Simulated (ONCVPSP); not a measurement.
# Plane-wave convergence, ONCV potential for Ti (Z = 22)

| Item | Value |
| --- | --- |
| Element | titanium |
| Generator | ONCVPSP 4.0.1 |
| Type | optimised norm-conserving Vanderbilt (ONCV) |
| Functional | LDA (Perdew-Wang 92) |
| Relativity | fully relativistic |
| Frozen core | [Ne] 3s2 |
| Valence charge | 10 |
| Reference configuration | 3p6 3d2 4s2 |
| Partial waves | 4s: rc 3.20 bohr, ncon 4, nbas 7, qcut 1.9 1/bohr, 1 projector; 3p: rc 1.25 bohr, ncon 5, nbas 9, qcut 13.1 1/bohr, 3 projectors, debl 1.3 Ha; 3d: rc 1.30 bohr, ncon 4, nbas 9, qcut 13.8 1/bohr, 2 projectors, debl 0.9 Ha; f scattering state at 0.28 Ha: rc 2.75 bohr, ncon 4, nbas 8, qcut 4.2 1/bohr, 3 projectors, debl 2.4 Ha |
| Local potential | polynomial inside 1.15 bohr (lpopt 3, dvloc0 3 Ha) |
| Core correction | none |

Open shells are filled in proportion to 2j + 1.

In the p channel the program set the typed energies aside and used -1.417, 0.250, 1.550 Ha (j = l + 1/2; the other j can differ).

Q: For each optimised wave give the share of its norm inside rc, the residual kinetic energy above qcut (Ha) and the cutoffs (Ha) for errors of 10, 1, 0.1 and 0.01 mHa per electron.

A:

| wave | norm inside rc | residual KE | 10 mHa | 1 mHa | 0.1 mHa | 0.01 mHa |
| --- | --- | --- | --- | --- | --- | --- |
| 4s | 0.469 | 2.9e-03 | 1.1 | 3.7 | 10.4 | 12.8 |
| 3p j=3/2 | 0.691 | 8.4e-08 | 26.2 | 47.1 | 60.1 | 69.9 |
| p projector 2 j=3/2 | 0.073 | 1.3e-08 | 12.3 | 35.2 | 51.5 | 63.1 |
| p projector 3 j=3/2 | 0.056 | 1.2e-07 | 13.3 | 35.9 | 51.1 | 61.5 |
| 3p j=1/2 | 0.698 | 8.7e-08 | 25.5 | 47.2 | 60.2 | 70.0 |
| p projector 2 j=1/2 | 0.073 | 1.3e-08 | 12.5 | 35.1 | 51.7 | 63.4 |
| p projector 3 j=1/2 | 0.056 | 9.6e-08 | 13.5 | 36.0 | 51.5 | 62.1 |
| 3d j=5/2 | 0.463 | 5.5e-08 | 45.0 | 57.7 | 68.0 | 76.7 |
| d projector 2 j=5/2 | 0.152 | 1.0e-08 | 42.6 | 56.5 | 67.6 | 77.0 |
| 3d j=3/2 | 0.466 | 5.1e-08 | 45.2 | 57.8 | 68.0 | 76.8 |
| d projector 2 j=3/2 | 0.151 | 1.1e-08 | 42.6 | 56.6 | 67.6 | 77.0 |
| f projector 1 j=7/2 | 0.025 | 1.9e-06 | 1.0 | 2.6 | 5.2 | 7.3 |
| f projector 2 j=7/2 | 0.262 | 1.7e-02 | 9.6 | 29.5 | 43.9 | 49.8 |
| f projector 3 j=7/2 | 0.180 | 1.7e-01 | 13.3 | 23.2 | 44.5 | 51.6 |
| f projector 1 j=5/2 | 0.025 | 1.9e-06 | 1.0 | 2.6 | 5.2 | 7.3 |
| f projector 2 j=5/2 | 0.262 | 1.7e-02 | 9.6 | 29.6 | 43.9 | 49.8 |
| f projector 3 j=5/2 | 0.180 | 1.7e-01 | 13.3 | 23.2 | 44.6 | 51.6 |

The occupied waves need 58 Ha and 68 Ha for 1 and 0.1 mHa. Note: ghosts flagged at negative energy: s at -25.7 eV; no localised positive-energy state flagged. A true bound ghost makes a file unfit for plane-wave use. 1 of 4 tests not solved or not reliable.
